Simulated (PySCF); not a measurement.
Compound: C₆H₅O₄ (doublet state).
Z-matrix (Å and degrees, GFN2-xTB geometry), rows numbered from 1:
```
O 
C   1  1.2037
O   2  1.3397  1  127.20
C   3  1.3474  2  125.03  1     0.00
C   4  1.4878  3  124.94  2     0.11
C   5  1.4948  4  110.63  3  -179.91
C   6  1.3300  5  123.20  4    -0.12
C   7  1.4642  6  122.40  5    -0.00
O   8  1.2046  7  125.88  6  -179.91
O   4  1.3329  3  110.94  2  -179.97
H   2  1.0971  1  125.25  3   180.00
H   5  1.1004  4  110.58  3    57.88
H   5  1.1003  4  110.54  3   -57.73
H   6  1.0804  5  115.78  4   179.89
H   7  1.0782  6  122.53  5  -179.99
```

The hyperfine couplings belong to this conformer and change with its torsions.

The species is `O=CO[C]1CC=CC(=O)O1` [radical].

Method: PySCF 2.14.0, UKS B3LYP, pcH-1 on C H O, non-relativistic, mean-field spin-orbit, GIAO. Isolated species at its GFN2-xTB geometry (one conformer only). Couplings are sensitive to structure, and on GFN2-xTB geometries they can be far from those on DFT ones. Stability of the SCF solution: not tested.

The Mulliken spin populations are largest on C4 (+0.76), O1 (+0.08) and C5 (-0.08). C4 is the only atom above +0.15. The angles at C4 add up to 360.0°, so it is planar.

Question: How do the β-proton couplings of this frozen conformer go with θ, the angle between the C–H bond and the normal to the plane of the spin centre's three neighbours, both seen down the bond from centre to carbon?

Answer: 
| β H | on | centre | θ (°) | cos²θ | a (G) |
| --- | --- | --- | --- | --- | --- |
| H12 | C5 | C4 | 32 | 0.72 | +40.32 |
| H13 | C5 | C4 | 32 | 0.71 | +40.10 |

Couplings in gauss use g_iso = 2.0032.
